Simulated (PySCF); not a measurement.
Compound: C2H7NSSi2.
Numbering: `[CH3:1][S:2][SiH2:3][SiH2:4][C:5]#[N:6]` (hydrogens: H7, H8, H9 on C1; H10, H11 on Si3; H12, H13 on Si4)

The same species was optimised twice, with GFN2-xTB and with PBE0-D3(BJ)/def2-SVP (PySCF), and the same property calculations (PySCF, gas phase) were run on both structures.

```csv
coordinate,GFN2-xTB,PBE0-D3(BJ)/def2-SVP,change
Si3–Si4 (Å),2.310,2.344,+0.034
S2–Si3 (Å),2.152,2.138,-0.014
C5≡N6 (Å),1.146,1.160,+0.014
C1–S2 (Å),1.815,1.822,+0.007
Si4–C5 (Å),1.866,1.859,-0.007
Si3–Si4–C5 (°),104.1,107.1,+3.0
S2–Si3–Si4 (°),105.9,103.8,-2.1
C1–S2–Si3 (°),99.9,101.3,+1.4
Si4–C5–N6 (°),178.5,177.8,-0.7
C1–S2–Si3–Si4 (°),180,-179,+1
S2–Si3–Si4–C5 (°),-179,-179,0
```

Rotational constants: A = 6129, B = 715.0, C = 652.3 MHz (GFN2-xTB) against A = 6342, B = 700.2, C = 642.8 MHz (PBE0-D3(BJ)/def2-SVP).

On the GFN2-xTB structure: HOMO (eV) -7.17 [PBE0/pcSseg-1]; LUMO (eV) -1.10 [PBE0/pcSseg-1]; dipole (D) 3.51 [PBE0/pcSseg-1]; GIAO shielding of C1 (ppm) 168.6 [PBE0/pcSseg-1]; GIAO shielding of S2 (ppm) 731.3 [PBE0/pcSseg-1]; GIAO shielding of Si3 (ppm) 397.1 [PBE0/pcSseg-1]; GIAO shielding of Si4 (ppm) 455.2 [PBE0/pcSseg-1]; GIAO shielding of C5 (ppm) 66.1 [PBE0/pcSseg-1]; GIAO shielding of N6 (ppm) -104.8 [PBE0/pcSseg-1].

Question: What do these properties become on the PBE0-D3(BJ)/def2-SVP structure?

Answer: 
| property | level | on GFN2-xTB | on PBE0-D3(BJ)/def2-SVP | change |
| --- | --- | --- | --- | --- |
| HOMO (eV) | PBE0/pcSseg-1 | -7.17 | -7.39 | -0.22 |
| LUMO (eV) | PBE0/pcSseg-1 | -1.10 | -0.91 | +0.19 |
| dipole (D) | PBE0/pcSseg-1 | 3.51 | 4.11 | +0.60 |
| energy, GFN2-xTB geometry as zero (kcal/mol) | PBE0/pcSseg-1 | 0.0 | -3.1 | -3.1 |
| GIAO shielding of C1 (ppm) | PBE0/pcSseg-1 | 168.6 | 167.1 | -1.5 |
| GIAO shielding of S2 (ppm) | PBE0/pcSseg-1 | 731.3 | 721.7 | -9.6 |
| GIAO shielding of Si3 (ppm) | PBE0/pcSseg-1 | 397.1 | 398.1 | +1.0 |
| GIAO shielding of Si4 (ppm) | PBE0/pcSseg-1 | 455.2 | 450.4 | -4.8 |
| GIAO shielding of C5 (ppm) | PBE0/pcSseg-1 | 66.1 | 62.5 | -3.6 |
| GIAO shielding of N6 (ppm) | PBE0/pcSseg-1 | -104.8 | -114.9 | -10.1 |

The heavy atoms differ by 0.071 Å rms after alignment. Among bonds between heavy atoms Si3–Si4 changes most (+0.034 Å). Changes are differences of the printed values. Neither structure is proved a minimum here.

Conformer computed: `[CH3:1][S:2][SiH2:3][SiH2:4][C:5]#[N:6]`: C1–S2–Si3–Si4 -179°, S2–Si3–Si4–C5 -179°.
